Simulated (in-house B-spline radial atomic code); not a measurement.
Neutral bismuth is squeezed into an impenetrable sphere of radius R (the orbitals vanish at R). Method: Dirac-Kohn-Sham LDA VWN5, spherical fractional occupations, Fermi nucleus of rms radius 5.5211 fm. Calculated with a B-spline radial code for spherical atoms.

Energies in eV above the free atom in [Xe] 4f14 5d10 6s2 6p3:

```tsv
R (bohr)	highest level (eV)	[Xe] 4f14 5d10 6s2 6p3	[Kr] 4d10 4f14 5s2 5p5 5d10 6s2 6p3 6d1	[Kr] 4d9 4f14 5s2 5p6 5d10 6s2 6p3 6f1
7.09	-3.71	0.3846	105.2	457
5.97	-2.81	1.389	107.4	463.1
5.37	-1.78	2.837	110.1	468.6
4.01	4.87	16.48	130.4	499.8
3.87	6.32	20.1	135.5	506.4
3.01	24.7	76.89	209.5	593.1
2.41	64.2	235.6	402.8	797.6
2.34	72.3	272.2	446.3	842.3
1.6	298	1593	1945	2349
1.46	406	2371	2802	3207
```

Question: Does [Kr] 4d10 4f14 5s2 5p5 5d10 6s2 6p3 6d1 fall below [Xe] 4f14 5d10 6s2 6p3 under compression?

Answer: No, it stays above over the whole range.

Question: Does [Kr] 4d9 4f14 5s2 5p6 5d10 6s2 6p3 6f1 fall below [Xe] 4f14 5d10 6s2 6p3 under compression?

Answer: No, it stays above over the whole range.

The highest level is first positive in the row R = 4.01 bohr, pushed up by confinement above the zero of the free ion's potential. Each configuration is held fixed and needn't be the lowest in the sphere.
